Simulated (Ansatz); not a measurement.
`[F][SnH]([Cl])[GeH3]` + CH₃NH₂ → `C[NH][SnH]([F])[Cl]` + GeH₄ at 500 K and 1 bar (cleavage of the Sn–Ge bond).

Calculated with Ansatz (gas phase, PBE0-D4/def2-TZVP geometries, no zero-point term in ΔE). CCSD(T)/CBS adds triple-zeta CCSD(T) − MP2 to the extrapolated MP2 energy (def2 sets, frozen cores). Elements past krypton have def2 core potentials. For Ge, Sn outer-core shells are correlated without core-valence functions, which leaves a few kJ/mol of doubt a bond. Scalar relativity is left out up to krypton. Each species was taken in one conformer, which may not be the lowest.

```csv
species,CCSD(T)/CBS energy (Eh),H − E (kJ/mol),S (J/(mol·K))
`[F][SnH]([Cl])[GeH3]`,-2852.19383,136.0,455.5
CH₃NH₂,-95.75281,191.8,270.3
`C[NH][SnH]([F])[Cl]`,-869.43527,218.2,452.0
GeH₄,-2078.49493,99.4,244.6
```

H − E and S are ideal-gas, rigid-rotor, harmonic terms from PBE0-D4/def2-TZVP, for one conformer and one mirror image of each species. 1 Eh = 2625.50 kJ/mol, R = 8.31446 J/(mol·K).

Problem. By hand: ΔE, ΔH, ΔS and ΔG.

Solution. ΔE = (-869.43527) + (-2078.49493) − (-2852.19383) − (-95.75281) = 0.01644 Eh = 43.2 kJ/mol. Δ(H − E) = 218.2 + 99.4 − 136.0 − 191.8 = -10.2, so ΔH = 33.0 kJ/mol. ΔS = 452.0 + 244.6 − 455.5 − 270.3 = -29.2 J/(mol·K). ΔG = 33.0 − 500 × (-29.2)/1000 = 47.6 kJ/mol.

Problem. By hand: the equilibrium constant, and the temperature at which ΔG would vanish if ΔH and ΔS stayed fixed.

Solution. log₁₀ K = −ΔG/(RT ln 10) = -5.0. ΔH and −TΔS have one sign here, so there is no such temperature.

TΔS isn't small against ΔH here. A doubt of 5 kJ/mol in ΔE shifts log₁₀ K by 0.5 here. Other conformers and mirror images would add mixing entropy, several J/(mol·K) or more a flexible species. Modes under 60 cm⁻¹, often nearly free rotors, make the harmonic entropy too high. These are equilibria of isolated gas molecules and say nothing of rates. Largest T1 diagnostic: 0.013 (customary marks: 0.02 for closed shells, 0.045 for open ones).
